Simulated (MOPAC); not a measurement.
MOPAC input (PM6):

```
PM6 FORCE THERMO(298,298) PRECISE LET GEO-OK AUX(PRECISION=9) THREADS=1
FOY

Y     0.02000154 1    0.03871860 1   -0.17744537 1
O     1.72238990 1   -0.42814916 1   -0.73201111 1
F    -1.88276378 1    0.56061623 1    0.44209331 1
```

Output:

```
 *******************************************************************************
 **                                                                           **
 **                              MOPAC v23.2.5                                **
 **                                                                           **
 *******************************************************************************
 ** MOPAC's Digital Object Identifier: https://doi.org/10.5281/zenodo.6511958 **
 **                                                                           **
 ** Please cite the open-source release paper for use of this MOPAC version:  **
 ** J. E. Moussa and J. J. P. Stewart (2026)                                  **
 ** MOPAC: An open-source semiempirical molecular orbital program             **
 ** J. Open Source Softw., 11(119), 8025, https://doi.org/10.21105/joss.08025 **
 *******************************************************************************

                              PM6 CALCULATION RESULTS

 *******************************************************************************
 *  PM6        - The PM6 Hamiltonian to be used
 *  GEO-OK     - OVERRIDE INTERATOMIC DISTANCE AND OTHER SAFETY CHECKS
 *  LET        - OVERRIDE SOME SAFETY CHECKS
 *  PRECISE    - TIGHTER CRITERIA TO BE USED
 *  FORCE      - FORCE CALCULATION SPECIFIED
 *  AUX        - OUTPUT AUXILIARY INFORMATION
 *  THERMO     - THERMODYNAMIC QUANTITIES TO BE CALCULATED
 *******************************************************************************
PM6 FORCE THERMO(298,298) PRECISE LET GEO-OK AUX(PRECISION=9) THREADS=1
 FOY

   ATOM   CHEMICAL          X               Y               Z
  NUMBER   SYMBOL      (ANGSTROMS)     (ANGSTROMS)     (ANGSTROMS)

     1       Y          0.02000154  *   0.03871860  *  -0.17744537  *
     2       O          1.72238990  *  -0.42814916  *  -0.73201111  *
     3       F         -1.88276378  *   0.56061623  *   0.44209331  *

          CARTESIAN COORDINATES

    NO.       ATOM           X           Y           Z

     1         Y          0.0200      0.0387     -0.1774
     2         O          1.7224     -0.4281     -0.7320
     3         F         -1.8828      0.5606      0.4421

 General Reference for PM6:
 "Optimization of Parameters for Semiempirical Methods V: Modification of NDDO Approximations
 and Application to 70 Elements", J. J. P. Stewart, J. Mol. Mod., 13, 1173-1213 (2007)
 URL: https://link.springer.com/article/10.1007/s00894-007-0233-4

           Empirical Formula: O Y F  =     3 atoms

      MOLECULAR POINT GROUP   :   C*v

      RHF CALCULATION, NO. OF DOUBLY OCCUPIED LEVELS = 8

          HEAT OF FORMATION =    -146.707522 KCALS/MOLE

          CARTESIAN COORDINATE DERIVATIVES

   NUMBER  ATOM         X            Y            Z

     1       Y      0.005880    -0.003890     0.000000
     2       O     -0.012281     0.002053     0.000000
     3       F      0.006402     0.001836     0.000000

 DIPOLE           X         Y         Z       TOTAL
 POINT-CHG.    -1.225    -0.001     0.000     1.225
 HYBRID        -2.468    -0.000     0.000     2.468
 SUM           -3.692    -0.001     0.000     3.692

          GRADIENT NORM =   0.01578

          MOLECULAR WEIGHT =  123.90

          ROTATIONAL CONSTANTS IN CM(-1)

          A =    0.00000000   B =    0.12462220   C =    0.12462220

           PRINCIPAL MOMENTS OF INERTIA IN UNITS OF 10**(-40)*GRAM-CM**2

          A =        0.0000   B =      224.6209   C =      224.6209

          ORIENTATION OF MOLECULE IN FORCE CALCULATION

    NO.       ATOM         X         Y         Z

     1          Y       0.0782   -0.0000    0.0000
     2          O       1.9285   -0.0000    0.0000
     3          F      -1.9899    0.0003   -0.0000

    FIRST DERIVATIVES WILL BE USED IN THE CALCULATION OF SECOND DERIVATIVES

    FOR POINT-GROUP C*v  THERE ARE  84 UNIQUE SYMMETRY FUNCTIONS.

(To convert to Hartree/Bohr^2, multiply by (10^(-21) x N x a0^2)/(4.184 x 627.51) =  0.0642)

           FORCE MATRIX IN MILLIDYNES/ANGSTROM

                  Y  1       O  2       F  3
 ------------------------------------------
     Y    1   8.661536
     O    2   5.340253   5.569032
     F    3   3.321161   0.239616   3.549168

          HEAT OF FORMATION =    -146.707522 KCALS/MOLE

          ZERO POINT ENERGY       2.394 KCAL/MOL

           NORMAL COORDINATE ANALYSIS (Total motion = 1 Angstrom)

   Root No.       1         2         3         4

                 1 Pi      1 Pi      1 Sig     2 Sig

                 113.9     113.9     608.7     838.1

           1   -0.0000    0.0000   -0.1094   -0.1547
           2   -0.1628    0.0032    0.0000    0.0000
           3   -0.0032   -0.1628   -0.0000   -0.0000
           4    0.0000   -0.0000   -0.2055    0.7671
           5    0.4774   -0.0094    0.0000   -0.0000
           6    0.0094    0.4774   -0.0000    0.0000
           7    0.0000   -0.0000    0.6851    0.0781
           8    0.3597   -0.0071   -0.0001   -0.0000
           9    0.0071    0.3597    0.0000    0.0000

           MASS-WEIGHTED COORDINATE ANALYSIS (NORMAL COORDINATES)

   Root No.       1         2         3         4

                 1 Pi      1 Pi      1 Sig     2 Sig

                 113.9     113.9     608.7     838.1

           1   -0.0000    0.0000   -0.3160   -0.4273
           2   -0.5276    0.0104    0.0000    0.0000
           3   -0.0104   -0.5276   -0.0000   -0.0000
           4    0.0001   -0.0000   -0.2518    0.8986
           5    0.6564   -0.0129    0.0000   -0.0000
           6    0.0129    0.6564   -0.0000    0.0000
           7    0.0000   -0.0000    0.9147    0.0997
           8    0.5389   -0.0106   -0.0001   -0.0000
           9    0.0106    0.5389    0.0000    0.0000

          DESCRIPTION OF VIBRATIONS

 VIBRATION          2    1Pi         ATOM PAIR     ENERGY CONTRIBUTION    RADIAL
 FREQUENCY           113.85         Y 1 -- O 2         +60.8% ( 70.9%)      0.0%
 TRANSITION DIPOLE   4.1678         Y 1 -- F 3         +39.2% ( 56.9%)      0.0%
 TRAVEL (Ang.)       0.2272
 REDUCED MASS       11.4689
 EFFECTIVE MASS     31.5413
 FORCE CONSTANT      0.0876

 VIBRATION          3    1Sig        ATOM PAIR     ENERGY CONTRIBUTION    RADIAL
 FREQUENCY           608.75         Y 1 -- F 3         +95.8% ( 98.7%)    100.0%
 TRANSITION DIPOLE   2.7703         Y 1 -- O 2          +4.2% ( 20.6%)    100.0%
 TRAVEL (Ang.)       0.0882
 REDUCED MASS       14.2523
 EFFECTIVE MASS     24.5608
 FORCE CONSTANT      3.1118

 VIBRATION          4    2Sig        ATOM PAIR     ENERGY CONTRIBUTION    RADIAL
 FREQUENCY           838.14         Y 1 -- O 2         +93.9% ( 99.2%)    100.0%
 TRANSITION DIPOLE   4.4023         Y 1 -- F 3          +6.1% ( 25.3%)    100.0%
 TRAVEL (Ang.)       0.0775
 REDUCED MASS       13.3975
 EFFECTIVE MASS     25.2566
 FORCE CONSTANT      5.5451

      SYMMETRY NUMBER FOR POINT-GROUP C*v =  1

          SYSTEM IS A GROUND STATE

 FOY

          MOLECULE IS LINEAR

          THERE ARE  4 GENUINE VIBRATIONS IN THIS SYSTEM
          THIS THERMODYNAMICS CALCULATION IS LIMITED TO
          MOLECULES WHICH HAVE NO INTERNAL ROTATIONS

                    CALCULATED THERMODYNAMIC PROPERTIES
                                          *
   TEMP. (K)   PARTITION FUNCTION   H.O.F.    ENTHALPY  HEAT CAPACITY ENTROPY
                                   KCAL/MOL   CAL/MOLE    CAL/K/MOL  CAL/K/MOL

 298.00  VIB.     0.6010D+01                  1028.4033     5.4777     7.0148
         ROT.     0.1662D+04                   592.1869     1.9872    16.7239
         INT.     0.9988D+04                  1620.5902     7.4650    23.7386
         TRA.     0.1333D+28                  1480.4672     4.9680    40.3547
         TOT.                     -146.708    3101.0573    12.4330    64.0933

   *: NOTE: HEATS OF FORMATION ARE RELATIVE TO THE
            ELEMENTS IN THEIR STANDARD STATE AT 298K
              (=  Standard Enthalpy of Formation).

            Hvib:  Zero-point energy is not included.
                   frequencies of less than zero cm-1 are not included.
            Hrot = (3/2)RT
            Htra = (3/2)RT + pV = (5/2)RT

            Heat capacity is Cp, not Cv

          For more information, see: HTTP://OpenMOPAC.net/Manual/thermochemistry.html

           FORCE CONSTANT IN CARTESIAN COORDINATES (Millidynes/A)

    ATOM   CHEMICAL       X               Y               Z
   NUMBER   SYMBOL  FORCE CONSTANT  FORCE CONSTANT  FORCE CONSTANT

      1       Y        8.657144        0.189106        0.189106
      2       O        5.568551        0.052574        0.052574
      3       F        3.548913        0.042279        0.042279

 **********************
 *                    *
 * JOB ENDED NORMALLY *
 *                    *
 **********************

 == MOPAC DONE ==
```
